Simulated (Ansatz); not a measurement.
Basis sets compared for Cu₂Br₄ (the lowest singlet isomer of a short search). Total charge 0; singlet. Geometry r2SCAN-D4/def2-SVP. Ansatz on 4 threads of Intel Xeon Platinum 8259CL on a shared host; times are rough, and most runs start from earlier orbitals.

Cartesian coordinates in Å:
```
Cu 0.4297 -0.2944 1.2170
Cu -0.4330 0.2923 -1.2163
Br 0.8893 -1.5591 -0.7231
Br -0.8852 1.5618 0.7223
Br -1.5072 1.4495 -2.8167
Br 1.5065 -1.4500 2.8168
```

A triplet lies near this restricted singlet, and broken spin symmetry wasn't tried. The structure comes from a short search, and lower isomers may exist.

Binding counts from free atoms (Cu doublet, Br doublet) in the same basis, without a counterpoise term.

```tsv
level	functions	energy (Eh)	HOMO (eV)	LUMO (eV)	binding per atom (eV)	wall time
PBE-D4/def2-SVP	190	-13574.1196	-6.70	-6.44	2.45	6 s
PBE-D4/def2-TZVP (with forces)	282	-13575.8625	-6.89	-6.60	2.23	8 s
PBE0-D4/def2-TZVP	282	-13576.1747	-7.93	-6.45	1.99	26 s
BHLYP-D4/def2-TZVP	282	-13577.6644	-8.77	-6.13	1.66	25 s
```

Question: Estimate the rows for PBE-D4/def2-TZVPD, PBE0-D4/def2-TZVPD, BHLYP-D4/def2-TZVPD.

Answer: 
```tsv
level	functions	energy (Eh)	HOMO (eV)	LUMO (eV)	binding per atom (eV)	wall time
PBE-D4/def2-TZVPD	324	-13575.8670	-6.94	-6.64	2.24	13 s
PBE0-D4/def2-TZVPD	324	-13576.1783	-7.96	-6.47	2.00	25 s
BHLYP-D4/def2-TZVPD	324	-13577.6676	-8.81	-6.15	1.67	32 s
```
